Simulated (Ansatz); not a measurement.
Calculated with Ansatz (gas phase, PBE0-D4/def2-TZVP geometries, no zero-point term in ΔE). CCSD(T)/CBS adds triple-zeta CCSD(T) − MP2 to the extrapolated MP2 energy (def2 sets, frozen cores). This one scheme is used for every species. Functionals use def2-TZVPP. One conformer a species, not always the lowest.

Reaction (ligand exchange at the Si–O bond): `O[SiH2][SiH2]Cl` + NH₃ → `N[SiH2][SiH2]Cl` + H₂O

`O[SiH2][SiH2]Cl`:

```xyz
9

O    -1.938   -0.175    0.502
Si   -0.790   -0.426   -0.655
Si    1.312    0.091    0.255
Cl    0.980    1.839    1.330
H    -1.857    0.630    1.018
H    -0.894   -1.850   -1.059
H    -1.002    0.435   -1.853
H     1.823   -0.918    1.216
H     2.365    0.375   -0.753
```

NH₃:

Cartesian coordinates in Å:
```
N -0.028 0.135 -0.246
H 0.749 -0.514 -0.260
H 0.136 0.777 0.520
H -0.857 -0.398 -0.014
```

`N[SiH2][SiH2]Cl`:

Z-matrix (Å, degrees):
```
Si
Si 1 2.342
N 1 1.718 2 105.7
H 1 1.495 2 108.2 3 -125.3
H 1 1.488 2 110.9 3 117.7
Cl 2 2.076 1 106.4 3 45.5
H 2 1.485 1 113.6 3 163.4
H 2 1.485 1 113.3 3 -71.8
H 3 1.008 1 118.9 2 -45.8
H 3 1.007 1 120.6 2 170.4
```

H₂O:

Z-matrix (Å, degrees):
```
O
H 1 0.960
H 1 0.960 2 105.1
```

| species | CAM-B3LYP-D4 energy (Eh) |
| --- | --- |
| `O[SiH2][SiH2]Cl` | -1117.57915 |
| NH₃ | -56.55787 |
| `N[SiH2][SiH2]Cl` | -1097.68271 |
| H₂O | -76.43873 |

Question: Work out ΔE.

Answer: ΔE = (-1097.68271) + (-76.43873) − (-1117.57915) − (-56.55787) = 0.01558 Eh = +40.9 kJ/mol. CCSD(T)/CBS gives +37.4 kJ/mol.

Largest T1 diagnostic among the species: 0.011.

The D4 term adds −3.2 kJ/mol with B3LYP and −1.8 kJ/mol with PBE0; it sums over pairs of atoms, weighted by their polarisabilities, and B3LYP, whose exchange is more repulsive, gets the larger term. Leaving LDA and LC-ωPBE aside and taking each functional with its dispersion term where it has one, the values, not all of them listed here, spread over 8.5 kJ/mol, from revPBE-D4 to B97M-V. LDA lies −3.4 kJ/mol from PBE without D4. In def2-TZVPP, CCSD(T) changes the Hartree–Fock value by −6.2 kJ/mol (the triples alone add −0.4 kJ/mol) and MP2 by −7.2 kJ/mol.

B3LYP here is the variant with VWN-RPA as its local correlation; programs differ in this.
